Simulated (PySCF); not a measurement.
Compound: C4H11NSi.
Geometry (GFN2-xTB, Å), atoms numbered from 1 in this order:
```
atom  x, y, z in Å
C1     2.3420    0.5228    0.6137
C2     1.0949    0.2249    0.9721
N3     0.2236   -0.6274    0.3391
C4     0.5842   -1.1445   -0.9549
C5    -1.1941   -0.4339    0.5655
Si6   -1.9796    0.9991   -0.4423
H7     2.8030    0.1595   -0.2862
H8     2.9505    1.1438    1.2449
H9     0.6922    0.6339    1.8907
H10    0.6291   -0.3635   -1.7252
H11   -0.1506   -1.8902   -1.2563
H12    1.5599   -1.6261   -0.8888
H13   -1.3389   -0.2503    1.6334
H14   -1.6993   -1.3794    0.3448
H15   -1.9399    0.6823   -1.8710
H16   -1.2147    2.2168   -0.1788
H17   -3.3691    1.1440   -0.0108
```

Vertical excitations from PySCF (density fitting, frozen core in the response, grid level 2 and gas phase unless stated; continuum runs use non-equilibrium linear response for the excitations) on a GFN2-xTB geometry. Reference run:

```tsv
settings	S1, eV (f)	S2, eV (f)	S3, eV (f)	S4, eV (f)	S5, eV (f)	S6, eV (f)	T1, eV (Tamm–Dancoff)	mean α (au)
PBE0/def2-SVPD, full TDDFT, 6 singlets	4.92 (0.044)	5.55 (0.140)	5.59 (0.025)	5.71 (0.080)	5.94 (0.013)	6.10 (0.024)	3.90	88.7
```

Question: What do these settings give: PBE0/6-31G*, level shift 0.1 Eh, TDA, 12 singlets?

Answer: 
```tsv
settings	S1, eV (f)	S2, eV (f)	S3, eV (f)	S4, eV (f)	S5, eV (f)	S6, eV (f)	T1, eV (Tamm–Dancoff)	mean α (au)
PBE0/6-31G*, level shift 0.1 Eh, TDA, 12 singlets	5.40 (0.150)	6.02 (0.055)	6.33 (0.016)	6.61 (0.223)	7.19 (0.013)	7.42 (0.101)	–	72.1
```

S1 moves by +0.48 eV; basis and response scheme change together, so the shift can't be laid on one. States are counted by energy in each run and needn't keep their character from row to row.

All basis functions are spherical, in the Pople sets too.

Question: Give the leading configurations of S1 (H = HOMO, L = LUMO) and the HOMO–LUMO gap of each run.

Answer: 
```json
{"settings": "PBE0/def2-SVPD, full TDDFT, 6 singlets", "S1 configurations (weight)": "H→L 0.93", "S1 (eV)": "4.92", "orbital gap (eV)": "5.91", "S1 − gap (eV)": "-0.99"}
{"settings": "PBE0/6-31G*, level shift 0.1 Eh, TDA, 12 singlets", "S1 configurations (weight)": "H→L 0.89, H→L+1 0.09", "S1 (eV)": "5.40", "orbital gap (eV)": "6.21", "S1 − gap (eV)": "-0.81"}
```

One conformer stands for the species.
